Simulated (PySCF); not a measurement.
Computed properties of ClH3SSi, SMILES [SiH2](S)Cl

ClH₃SSi, SMILES [SiH2](Cl)S. The structure is a stationary point at B3LYP-D3(BJ)/def2-TZVP. One conformer was computed; it need not be the lowest. All values are computed for the isolated molecule unless a solvent is named; none is compared with measurement here.

**Structure.** All 12 harmonic modes at B3LYP-D3(BJ)/def2-TZVP (PySCF) are real, so it is a minimum. With heavy atoms numbered as in [SiH2:1]([SH:2])[Cl:3], the shortest bond between them is Si1–Cl3 at 2.066 Å and the longest Si1–S2 at 2.132 Å.

**Vibrations.** The strongest infrared lines (harmonic, unscaled, degenerate partners summed) lie at 878 cm⁻¹ (212 km/mol, H 91 %), 555 cm⁻¹ (114 km/mol, Si 56 %, Cl 24 %, S 14 %), 944 cm⁻¹ (104 km/mol, H 96 %). The softest mode is at 161 cm⁻¹ and the zero-point energy is 17.8 kcal/mol.

**Electronic structure.** CAM-B3LYP/def2-TZVPD (PySCF) places the frontier levels at -9.27 and 0.34 eV, a gap of 9.61 eV, and gives a dipole moment of 1.16 D and a mean polarisability of 62.5 bohr³.

**Excitations.** TDA-B3LYP/def2-SVPD (PySCF) has S1 at 6.01 eV (206 nm, f = 0.002, dark); the most intense of the 10 singlets computed lies at 6.26 eV (f = 0.05). T1 (TDA) is at 5.62 eV, 0.39 eV under S1. No vertical singlet excitation falls in the visible range (under 3.1 eV).

**NMR.** GIAO shifts at PBE0/pcSseg-2 (PySCF) (non-relativistic, atoms alike by connectivity averaged): ¹H from 1.3 to 5.8 ppm against TMS; ²⁹Si at -5.6 ppm against TMS. Without spin–orbit terms, shifts of atoms bonded to Cl or Br come out too high.
